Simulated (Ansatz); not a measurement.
Born–Oppenheimer molecular dynamics of GaH₆N (8 atoms, charge 0, multiplicity 1). It starts at the highest image of a converged band. Of that band: Neighbouring images differ by up to 1.9 eV, so the band resolves the path poorly. A vibrational analysis at the climbing image gives one clearly imaginary mode, 1871i cm⁻¹: a first-order saddle point.

Method: Ansatz, RHF/def2-TZVP.

```json
{"ensemble": "NVE (velocity Verlet)", "time step": "0.5 fs", "steps asked": "200", "starting velocities drawn for": "300 K", "seed": "4168"}
```

First frame:

```xyz
8
Properties=species:S:1:pos:R:3
Ga 0.024 -0.330 -0.092
H -0.216 0.033 1.749
H 1.417 0.267 -0.501
H -1.357 -0.085 -0.796
N 0.144 -2.058 0.867
H -0.585 -2.734 0.787
H 1.026 -2.518 0.958
H -0.084 -0.952 1.667
```

(1) How far do the bonds stretch over the last three quarters of this one trajectory? (Pairs bonded in most of those frames.)

Answers

(1) 
| bond | mean (Å) | spread (Å) | shortest | longest |
| --- | --- | --- | --- | --- |
| Ga1–H3 | 1.576 | 0.024 | 1.53 | 1.62 |
| Ga1–H4 | 1.576 | 0.019 | 1.55 | 1.60 |
| Ga1–N5 | 1.824 | 0.057 | 1.75 | 1.91 |
| H2–H8 | 0.738 | 0.021 | 0.71 | 0.77 |
| N5–H6 | 0.999 | 0.031 | 0.95 | 1.05 |
| N5–H7 | 0.996 | 0.024 | 0.96 | 1.04 |

Mean temperature of the second half: 1974 K. The conserved energy stayed within 0.35 meV per atom of its start (net change 0.18 meV per atom), so the integration is sound. The kinetic energy rose, since the run started high on the potential surface and went downhill. It ends in pieces (GaH4N + H2), so much of that is their flight and rotation, not heat. A run of 0.1 ps of so small a system gives no equilibrium averages. The orbitals stay closed-shell, which can raise the energy where a bond breaks towards radicals; this wasn't checked here.

Time of the run: 86 s on 2 threads of Intel(R) Xeon(R) 6975P-C (Granite Rapids), on a shared host, peak memory 0.23 GiB.
